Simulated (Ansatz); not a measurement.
**A family of molecules: the HOMO–LUMO gap**

One atom is swapped for its congeners: C2H3O (vinyloxy radical) `C=C[O]`; C2H3Se `C=C[Se]`; C2H3Te `C=C[Te]`. The S member is missing. All are doublets with charge 0.

Shapes, held fixed at every level: PBE0-D4/def2-TZVP. Programs: Ansatz 0.2.0. Values in eV.

```tsv
level	C2H3O	C2H3Se	C2H3Te
PBE-D4/def2-TZVPP	1.05	0.31	0.23
r2SCAN-D4/def2-TZVPP	1.90	0.88	0.75
PBE0-D4/def2-TZVPP	4.01	2.50	2.18
r2SCAN0-D4/def2-TZVPP	4.65	2.92	2.56
wB97X-V/def2-TZVPP	8.65	6.89	6.38
wB97M-V/def2-TZVPP	8.42	6.69	6.21
```

At wB97M-V/def2-TZVPP the HOMO–LUMO gap falls at every step, from 8.42 to 6.21 eV. Every level shows the same order. Open shells run unrestricted unless RO is named. For atoms past krypton def2 sets carry core potentials with scalar relativity. Relativity is left out for Se unless named. Orbital gaps aren't excitation energies, and the LUMO depends on the basis.
